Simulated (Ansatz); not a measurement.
Cost and result up the ladder for the cluster Ca₄Se₄ (8 atoms). The state is a singlet with charge 0. Geometry: PBE0-D4/def2-SVP.

```
atom    x (Å)    y (Å)    z (Å)
 Ca1  -0.8216  -2.2982  -2.2320
 Ca2   1.2507   1.7240   0.8672
 Ca3  -2.0904   0.7204  -0.6236
 Ca4   2.1816  -1.6648   1.8363
 Se5   0.3642  -1.0388  -0.1109
 Se6   3.1609   0.5988   2.5320
 Se7  -1.0270   2.9839   0.2976
 Se8  -3.0184  -1.0253  -2.5665
```

Ansatz on 4 threads of AMD EPYC 9R45 on a shared host. Times are rough, and most runs start from the orbitals of an earlier one. PBE0-D4/def2-TZVP serves as the yardstick here, not as an exact answer. Differences are given only for rows in sets of like size (and for xTB, whose basis is part of the method), since another set adds its own error. Binding counts from free atoms at the same level (Ca singlet, Se triplet; other spins of the atoms weren't run), without zero-point energy or a counterpoise term.

Correlated methods freeze 56 core orbitals; core or outer-core shells of Ca, Se are correlated, in sets that lack core-valence functions. The rows differ in basis, and correlated rows in double-zeta sets carry the largest basis error. The structure comes from a short search, and lower isomers may exist.

Correlated methods converge slowly with the basis, most of all in double-zeta sets.

```csv
level,functions,wall time,binding energy per atom (eV),difference from PBE0-D4/def2-TZVP (eV)
PBE-D4/def2-TZVP (with forces),336,5.5 s,3.14,0.07
MP2/def2-SVP,224,6 s,2.75,–
r2SCAN-D4/def2-TZVP,336,8.5 s,3.27,0.19
PBE0-D4/def2-TZVP,336,12 s,3.08,0.00
B2PLYP/def2-TZVP,336,18 s,2.84,-0.24
```
